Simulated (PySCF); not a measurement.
Species: C₂H₃Cl₃Si.
Bonds: C1–C2 (double), C2–Si3, Si3–Cl4, Si3–Cl5, Si3–Cl6. Hydrogens: H7, H8 on C1; H9 on C2.

All values: B3LYP/def2-SVPD (PySCF, non-relativistic), on one gas-phase PBE0-D3(BJ)/def2-SVP geometry that isn't relaxed in the solvent. The solvent is an IEF-PCM continuum (van der Waals radii × 1.2). Only the electrostatic response of the medium enters.

Gas phase at B3LYP/def2-SVPD: HOMO -8.45 eV, LUMO -1.54 eV, dipole 2.29 D.

Problem. What does the continuum do to the energy, the frontier levels and the dipole at B3LYP/def2-SVPD in chloroform and water?

Solution. 
| solvent | ε | E(solvent) − E(gas) (kcal/mol) | polarisation term (kcal/mol) | distortion of the solute (kcal/mol) | HOMO (eV) | LUMO (eV) | dipole (D) |
| --- | --- | --- | --- | --- | --- | --- | --- |
| chloroform | 4.711 | -1.67 | -1.85 | 0.18 | -8.25 | -1.33 | 2.82 |
| water | 78.36 | -2.36 | -2.74 | 0.38 | -8.19 | -1.27 | 3.05 |

The polarisation term is half the interaction of the solute with the surface charges that it induces; the rest is the cost of distorting the solute's density. The sum is the electrostatic part of solvation alone. From chloroform to water the lowering changes by a factor 1.41, Onsager's factor (ε − 1)/(2ε + 1) by 1.38 and ε itself by 16.6.

Problem. Which radius a makes the point-dipole formula ΔE = −[(ε − 1)/(2ε + 1)]·μ²/a³ give the value in water, with the gas-phase dipole?

Solution. μ = 0.900 au and |ΔE| = 0.00376 Eh give a = 2.50 Å; the farthest nucleus lies 2.84 Å from the centroid of the nuclei, so such a sphere wouldn't even hold the nuclei. The formula assumes a rigid point dipole at the centre of a sphere.

Problem. How does the static polarisability (B3LYP/def2-SVPD, frozen core, with the continuum's full static response) change?

Solution. 
| medium | isotropic (au) | principal values (au) | ⟨r²⟩ of the electrons (bohr²) |
| --- | --- | --- | --- |
| gas | 89.3 | 82.0, 84.1, 101.9 | 1252.0 |
| chloroform | 111.4 | 101.8, 104.7, 127.6 | 1251.7 |
| water | 123.1 | 112.9, 115.7, 140.6 | 1251.5 |

The isotropic value in water is 1.38 times the gas-phase one; no cavity-field correction is applied. ⟨r²⟩ is taken about the centre of nuclear charge.

Shape of the structure used: `[CH2:1]=[CH:2][Si:3]([Cl:4])([Cl:5])[Cl:6]`: C1–C2–Si3–Cl4 -1°.
